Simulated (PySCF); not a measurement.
A species of formula C6H11B has this rotational fingerprint, computed with PBE0-D3(BJ)/def2-SVP geometry optimisation, gas phase (PySCF):

- Rotational constants: A = 6367, B = 1100, C = 962.6 MHz
- Dipole components: |μa| = 0.21 D, |μb| = 0.16 D, |μc| = 0.03 D
- Inertial defect: -13.63 u·Å²
- κ: -0.95

Question: Which candidate fits, each taken in the one conformer that was computed?
A. `[BH2:1]/[C:2](=[CH:3]/[CH3:4])[C:5](=[CH2:6])[CH3:7]` with B1–C2–C5–C6 118°
B. `[BH2:1]/[C:2](=[CH:3]\[CH3:4])[C:5](=[CH2:6])[CH3:7]` with B1–C2–C5–C6 5°
C. `[CH3:1][C:2]#[C:3][CH2:4][B:5]([CH3:6])[CH3:7]` with C3–C4–B5–C6 8°
D. `[BH2:1][C@H:2]1[CH2:3][CH2:4][C:5]12[CH2:6][CH2:7]2` with H–B1–C2–C3 -10° and 176°

Answer: C. It is CC#CCB(C)C, a near-prolate asymmetric top, point group C1. The candidates at the same level (rigid rotor, commonest isotopes):

| SMILES | A (MHz) | B (MHz) | C (MHz) | μa (D) | μb (D) | μc (D) | Δ (u·Å²) | point group | rotor |
| --- | --- | --- | --- | --- | --- | --- | --- | --- | --- |
| B/C(=C/C)C(=C)C | 3103 | 2237 | 1627 | 1.01 | 1.29 | 0.70 | -78.06 | C1 | asymmetric top |
| CC#CCB(C)C | 6367 | 1100 | 962.6 | 0.21 | 0.16 | 0.03 | -13.63 | C1 | near-prolate asymmetric top |
| B/C(=C\C)C(=C)C | 4277 | 1859 | 1318 | 0.73 | 1.66 | 0.00 | -6.56 | – | asymmetric top |
| B[C@H]1CCC12CC2 | 4097 | 2706 | 2126 | 0.55 | 1.18 | 0.35 | -72.47 | C1 | asymmetric top |

`B[C@H]1CCC12CC2` has B 146 % too high; `B/C(=C\C)C(=C)C` has B 69 % too high; `B/C(=C/C)C(=C)C` has B 103 % too high. No structure here is proved a minimum.
